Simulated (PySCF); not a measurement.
**Radial density of Zn⁺ (zinc, charge +1)**

UHF, [Ar] 3d9 4s2, 2D determinant (an excited configuration). Calculation: PySCF 2.14, in def2-TZVPPD; no relativity, point nucleus.

| r (bohr) | 4πr²ρ (e/bohr) | 4πr²(ρα − ρβ) |
| --- | --- | --- |
| 0.000711 | 0.1122 | 0.0000 |
| 0.00120 | 0.3091 | 0.0000 |
| 0.00201 | 0.8309 | 0.0000 |
| 0.00338 | 2.168 | 0.0001 |
| 0.00569 | 5.337 | 0.0001 |
| 0.00957 | 11.98 | 0.0003 |
| 0.0161 | 22.97 | 0.0006 |
| 0.0271 | 34.11 | 0.0009 |
| 0.0455 | 34.87 | 0.0018 |
| 0.0766 | 28.98 | 0.0087 |
| 0.129 | 38.70 | 0.0562 |
| 0.217 | 35.25 | 0.2915 |
| 0.365 | 19.14 | 0.9315 |
| 0.613 | 24.32 | 1.2581 |
| 1.03 | 9.951 | 0.5859 |
| 1.74 | 2.031 | 0.0827 |
| 2.92 | 0.6951 | -0.0002 |
| 4.91 | 0.03750 | -0.0015 |
| 8.26 | 0.0001931 | 0.0000 |
